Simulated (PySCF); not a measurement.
# Reading the logs of faulty runs: AlBClH4Si

Calculated results; nothing here was measured. The program is PySCF 2.14.0, an open-source quantum chemistry code, run on an isolated molecule that a program drew, which may never have been made. The molecule is AlBClH4Si (charge 0, doublet), drawn as the SMILES string `[AlH2][B]([SiH2])Cl`.

Each row is a Hartree-Fock (HF) and frozen-core CCSD(T) single point in the cc-pV(D+d)Z basis, meant for a local HF minimum. Run 1 is clean. Each other run has one planted mistake out of seven kinds, and not every kind appears here: one electron removed, one electron added, multiplicity raised by two, geometry at a saddle point, minimal basis STO-3G, one bond length entered in bohr, all coordinates scaled. The reference is restricted for singlets and unrestricted otherwise, and also for a bond in bohr. Adding or removing an electron swaps singlet and doublet. Electrons count all cores. HOMO and LUMO are orbital energies over both spins, the gradient is its largest component, and the lowest frequency (negative if imaginary) is given only where the gradient is small. Bond lengths are over the 7 bonds as drawn. T1 is the CCSD diagnostic: over 0.02 (restricted) or 0.045 (unrestricted) a single reference is doubtful.

Geometry of the clean run:
```xyz
8
AlBClH4Si, angstrom
Al   -1.1906   -0.0324    2.8511
B    -1.2700    0.0861    0.6993
Si   -2.6650    0.9571   -0.4199
Cl    0.0377   -0.7754   -0.1818
H    -2.0761   -1.0818    3.6407
H    -0.2195    0.9216    3.6601
H    -3.5746    1.9274    0.2301
H    -2.4124    1.3072   -1.8338
```

| run | electrons | basis functions | <S^2> | HOMO (eV) | LUMO (eV) | gradient (hartree/bohr) | lowest frequency (cm^-1) | mean bond (Å) | longest bond (Å) | T1 | HF (hartree) | CCSD(T) (hartree) | mistake |
|---|---|---|---|---|---|---|---|---|---|---|---|---|---|
| 1 | 53 | 103 | 0.774 | -8.59 | 0.25 | 1.0e-05 | 68 | 1.7241 | 2.156 | 0.0191 | -1017.34057 | -1017.77963 | no fault |
| 2 | 53 | 103 | 1.567 | -7.95 | 0.13 | 6.3e-03 | - | 1.9254 | 2.992 | 0.0527 | -1017.24255 | -1017.67371 | one bond length entered in bohr |
| 3 | 53 | 103 | 0.775 | -8.64 | 0.17 | 2.5e-02 | - | 1.8155 | 2.271 | 0.0205 | -1017.32445 | -1017.76464 | all coordinates scaled |
| 4 | 53 | 36 | 0.764 | -5.91 | 5.14 | 3.0e-02 | - | 1.7241 | 2.156 | 0.0177 | -1005.85310 | -1006.00107 | minimal basis STO-3G |
| 5 | 54 | 103 | 0.000 | -1.39 | 4.87 | 3.7e-02 | - | 1.7241 | 2.156 | 0.0200 | -1017.35698 | -1017.83673 | ? |

**Which mistake was planted in run 5, and what did it cost?**

It counts 54 electrons, one more than the clean run, at the same geometry and basis. So the mistake is: one electron added. Subtracting run 1 and multiplying by 627.51 kcal/mol a hartree, the energy moved by -10.3 kcal/mol in HF and -35.8 kcal/mol in CCSD(T).

Cautions from the logs. Run 2: T1 is over the limit, so its CCSD(T) energy is less reliable; run 5: T1 is over the limit, so its CCSD(T) energy is less reliable.
